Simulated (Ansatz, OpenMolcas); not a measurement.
Heat of formation of ICl (SMILES ClI) from total energies

The species is ICl (2 atoms), meant as a singlet with charge 0. SMILES: `ClI`. Geometry: relaxed at PBE0-D4/def2-TZVP.

```xyz
2

Cl    0.0000    0.0000   -0.0026
I     0.0000    0.0000    2.3091
```

Total energies at HF/3-21G (OpenMolcas 26.06); the atoms run unrestricted:

```
species    state   energy (Eh)
    ICl  singlet  -7344.580033
     Cl  doublet   -457.276552
      I  doublet  -6887.305492
```

Harmonic wavenumbers at PBE0-D4/def2-TZVP, in cm⁻¹: 399.

Measured heats of formation of the gaseous atoms at 298.15 K, in kJ/mol: Cl 121.3, I 106.8. Spin-orbit lowering of the atoms at 298 K (mean of the ground term's levels less their thermal mean, from spectra), in kJ/mol: Cl 3.44, I 30.32. Take 1 Eh = 2625.50 kJ/mol, 1 cm⁻¹ = 0.0119627 kJ/mol, RT = 2.479 kJ/mol.

Task: What heat of formation follows?

Result: 
1. Electronic atomisation energy: (-457.276552) + (-6887.305492) − (-7344.580033) = -0.002011 Eh = -5.3 kJ/mol.
2. Zero-point energy: half the sum of the wavenumbers, 199.5 cm⁻¹ = 2.4 kJ/mol.
3. Thermal vibrational enthalpy, Σ hcν̃/(exp(hcν̃/kT) − 1): 0.8 kJ/mol. Translation, rotation and pV of a linear molecule: 3.5 RT = 8.7 kJ/mol.
4. The 2 free atoms carry 5/2 RT each: 12.4 kJ/mol.
5. Spin-orbit coupling lowers the free atoms by 3.44 + 30.32 = 33.8 kJ/mol.
6. Atomisation enthalpy at 298 K: -5.3 − 33.8 − 2.4 − 0.8 − 8.7 + 12.4 = -38.6 kJ/mol.
7. Sum of the atoms' heats of formation: 228.1 kJ/mol. Heat of formation: 228.1 − -38.6 = +266.7 kJ/mol.

The tabulated value is +17.4 kJ/mol (Active Thermochemical Tables), so this level is off by +249.3 kJ/mol, or 118.3 % of the atomisation enthalpy. Hartree–Fock leaves out correlation, which is larger in the molecule than in the atoms, so it underbinds and puts the heat of formation too high. Relativity is left out. A basis without polarisation functions underbinds badly. Anharmonicity and any spin-orbit splitting of the molecule are left out.
